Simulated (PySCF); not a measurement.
# How the method moves the HOMO and LUMO of `[NH3+][BH2-]B(F)F`

B2F2H5N.
Cartesian coordinates in Å at the PBE0-D3(BJ)/def2-SVP level; atoms count from 1:
```xyz
10
B2F2H5N angstrom
N     -1.2000    0.2069    0.1168
B      0.1372   -0.4077   -0.5874
B      1.4591    0.0859    0.3507
F      1.2713    0.8074    1.4758
F      2.7390   -0.1686    0.1067
H     -1.2794   -0.1009    1.0872
H     -2.0493   -0.0744   -0.3736
H     -1.1711    1.2274    0.1327
H      0.1538    0.0315   -1.7304
H     -0.0107   -1.6239   -0.5936
```

Basis pcSseg-2 throughout (PySCF), one geometry. Geometry: PBE0-D3(BJ)/def2-SVP, one conformer, isolated molecule.

How do the orbital energies, the gap and the dipole change with the method?

| method | kind | HOMO (eV) | LUMO (eV) | gap (eV) | μ (D) | SCF cycles |
| --- | --- | --- | --- | --- | --- | --- |
| OPBE | GGA | -6.12 | -1.23 | 4.89 | 5.92 | 15 |
| BLYP | GGA | -6.15 | -1.39 | 4.76 | 5.92 | 14 |
| PBE | GGA | -6.22 | -1.33 | 4.88 | 5.93 | 14 |
| B97-D | GGA | -6.22 | -1.18 | 5.03 | 5.92 | 14 |
| BP86 | GGA | -6.32 | -1.17 | 5.14 | 5.93 | 14 |
| LDA | LDA | -6.33 | -1.40 | 4.93 | 6.00 | 14 |
| KT2 | GGA | -6.35 | -1.33 | 5.03 | 5.89 | 15 |
| KT3 | GGA | -6.37 | -1.56 | 4.81 | 5.88 | 15 |
| B97-2 | global hybrid | -7.35 | -0.53 | 6.83 | 6.00 | 13 |
| B3LYP | global hybrid | -7.44 | -0.91 | 6.52 | 6.01 | 12 |
| PBE0 | global hybrid | -7.62 | -0.56 | 7.06 | 6.03 | 13 |
| mPW1PW91 | global hybrid | -7.65 | -0.57 | 7.08 | 6.03 | 13 |
| BHandHLYP | global hybrid | -9.00 | -0.04 | 8.96 | 6.09 | 12 |
| CAM-B3LYP | range-separated hybrid | -9.11 | 0.12 | 9.22 | 6.05 | 12 |
| wB97X-D | range-separated hybrid | -9.53 | 1.24 | 10.77 | 6.06 | 13 |
| LC-wPBE | range-separated hybrid | -10.44 | 1.36 | 11.80 | 6.07 | 13 |
| HF | Hartree–Fock | -11.06 | 1.72 | 12.78 | 6.18 | 10 |

The HOMO spans 4.94 eV, from OPBE down to HF, and the gap runs from 4.76 eV (BLYP) to 12.78 eV (HF). Over the methods OPBE (0 %), BLYP (0 %), PBE (0 %), B97-D (0 %), BP86 (0 %), LDA (0 %), KT2 (0 %), KT3 (0 %), B97-2 (21 %), B3LYP (20 %), PBE0 (25 %), mPW1PW91 (25 %), BHandHLYP (50 %), HF (100 %), a straight line through the gap against the share of exact exchange rises by 0.79 eV for each 10 % (correlation coefficient 0.998). The dipole ranges from 5.88 D (KT3) to 6.18 D (HF). This basis has no diffuse functions.
